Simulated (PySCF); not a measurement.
```xyz
3
charge 0 multiplicity 1, angstrom
O     0.0000    0.0000    0.0000
In    0.0000    0.0000    2.0292
In    0.0000    0.0000   -2.0292
```

All numbers come from PBE in PySCF with O def2-TZVP, In def2-TZVP with ECP28; scalar-relativistic core potentials, no spin–orbit coupling; density-fitted integrals.

This geometry of In₂O is a stationary point at this level.

Problem. What is the point group?

Solution. D∞h.

Problem. Is it a minimum?

Solution. Yes: all harmonic wavenumbers are real, though the softest, 45 cm⁻¹, leaves little margin.

Problem. What are the dipole moment and the gap between the highest occupied and lowest empty levels?

Solution. 0.00 D and 3.23 eV.

Problem. Give the ideal-gas entropy at 298.15 K and 1 bar by parts.

Solution. translation 177.5, rotation 80.4, vibration 52.5, spin 0.0; total 310.3 J/(mol K).

Problem. What is the atomisation energy, with and without zero-point energy?

Solution. 808 kJ/mol without, 802 kJ/mol with.

Only a few start shapes were tried, so a lower isomer may exist.
